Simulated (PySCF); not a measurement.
C4H4F2. Atoms are numbered in the order given.

```xyz
10

C      0.3486    -2.2392     0.0000
C      0.0171    -0.9408     0.0000
F     -1.2790    -0.5899     0.0000
C      0.9582     0.1694     0.0000
C      0.6795     1.4802     0.0000
F     -0.5498     1.9867     0.0000
H     -0.4260    -3.0069     0.0000
H      1.3963    -2.5387     0.0000
H      2.0166    -0.0981     0.0000
H      1.4526     2.2543     0.0000
```
Charge 0, spin multiplicity 1.

The structure is a stationary point at B3LYP-D3(BJ)/def2-SVP. The structure was generated by enumeration; whether it is a known compound was not checked. Other conformers were not sampled.

Method: PBE0/pcSseg-1 in PySCF.

GIAO shieldings, no solvent; atoms listed in one row are averaged. δ = σ(ref) − σ: ¹³C against TMS (σ = 186.3 ppm); ¹⁹F against CFCl3 (σ = 167.2 ppm); ¹H against TMS (σ = 31.56 ppm), references at their B3LYP-D3(BJ)/def2-TZVP geometries, non-relativistic.

Computed chemical shifts:
| nucleus | atoms | count | δ (ppm) |
|---|---|---|---|
| ¹³C | C2 | 1 | 171.8 |
| ¹³C | C5 | 1 | 160.4 |
| ¹³C | C4 | 1 | 112.5 |
| ¹³C | C1 | 1 | 101.6 |
| ¹⁹F | F6 | 1 | -109.8 |
| ¹⁹F | F3 | 1 | -110.1 |
| ¹H | H10 | 1 | 6.79 |
| ¹H | H9 | 1 | 5.28 |
| ¹H | H7 | 1 | 5.19 |
| ¹H | H8 | 1 | 4.80 |
